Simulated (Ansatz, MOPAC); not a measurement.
Diatomic NiCl, multiplicity 4 (not the ground state: that is measured with 2S+1 = 2). No spin–orbit coupling. Ni is treated without relativity.

Seven points along R, fitted to fifth degree in 1/R; most abundant isotopes. In def2 and cc sets the state is the lowest found near the PBE0 minimum, followed along R.

Programs: Ansatz (Gaussian orbitals); MOPAC for PM6 (differences of heats of formation). Each number belongs to the level named beside it.

```json
[
 {"level": "PM6", "r_e (Å)": "2.142", "ω_e (cm⁻¹)": "277", "α_e (cm⁻¹)": "0.00055", "ω_e x_e (cm⁻¹)": "-0.62", "dipole (D)": "-"},
 {"level": "SVWN5/def2-TZVPP", "r_e (Å)": "2.071", "ω_e (cm⁻¹)": "391", "α_e (cm⁻¹)": "0.0012", "ω_e x_e (cm⁻¹)": "2.0", "dipole (D)": "0.07"},
 {"level": "PBE/def2-TZVPP", "r_e (Å)": "2.136", "ω_e (cm⁻¹)": "361", "α_e (cm⁻¹)": "0.0012", "ω_e x_e (cm⁻¹)": "1.9", "dipole (D)": "0.70"},
 {"level": "r2SCAN/def2-TZVPP", "r_e (Å)": "2.129", "ω_e (cm⁻¹)": "390", "α_e (cm⁻¹)": "0.00097", "ω_e x_e (cm⁻¹)": "1.6", "dipole (D)": "1.52"},
 {"level": "B97M-V/def2-TZVPP", "r_e (Å)": "2.154", "ω_e (cm⁻¹)": "382", "α_e (cm⁻¹)": "0.00100", "ω_e x_e (cm⁻¹)": "1.7", "dipole (D)": "2.16"},
 {"level": "B3LYP/def2-TZVPP", "r_e (Å)": "2.163", "ω_e (cm⁻¹)": "379", "α_e (cm⁻¹)": "0.00096", "ω_e x_e (cm⁻¹)": "1.6", "dipole (D)": "2.08"},
 {"level": "PBE0/def2-TZVPP", "r_e (Å)": "2.144", "ω_e (cm⁻¹)": "396", "α_e (cm⁻¹)": "0.00092", "ω_e x_e (cm⁻¹)": "1.5", "dipole (D)": "2.18"},
 {"level": "BHLYP/def2-TZVPP", "r_e (Å)": "2.189", "ω_e (cm⁻¹)": "393", "α_e (cm⁻¹)": "0.00087", "ω_e x_e (cm⁻¹)": "1.5", "dipole (D)": "3.29"},
 {"level": "CAM-B3LYP/def2-TZVPP", "r_e (Å)": "2.142", "ω_e (cm⁻¹)": "400", "α_e (cm⁻¹)": "0.00090", "ω_e x_e (cm⁻¹)": "1.5", "dipole (D)": "2.23"},
 {"level": "wB97X-V/def2-TZVPP", "r_e (Å)": "2.137", "ω_e (cm⁻¹)": "405", "α_e (cm⁻¹)": "0.00088", "ω_e x_e (cm⁻¹)": "1.4", "dipole (D)": "2.22"},
 {"level": "wB97M-V/def2-TZVPP", "r_e (Å)": "2.145", "ω_e (cm⁻¹)": "392", "α_e (cm⁻¹)": "0.00073", "ω_e x_e (cm⁻¹)": "1.1", "dipole (D)": "2.25"},
 {"level": "B2PLYP/def2-TZVPP", "r_e (Å)": "2.173", "ω_e (cm⁻¹)": "394", "α_e (cm⁻¹)": "0.00087", "ω_e x_e (cm⁻¹)": "1.5", "dipole (D)": "-"},
 {"level": "CCSD/def2-TZVPP", "r_e (Å)": "2.159", "ω_e (cm⁻¹)": "399", "α_e (cm⁻¹)": "0.00082", "ω_e x_e (cm⁻¹)": "1.3", "dipole (D)": "-"},
 {"level": "CCSD(T)/def2-TZVPP", "r_e (Å)": "2.151", "ω_e (cm⁻¹)": "401", "α_e (cm⁻¹)": "0.00083", "ω_e x_e (cm⁻¹)": "1.4", "dipole (D)": "-"}
]
```

Correlated levels freeze the inner cores; with def2 sets outer-core shells near the valence are correlated too. The state that PM6 reach isn't checked.

Ansatz is a quantum-chemistry and plane-wave program.
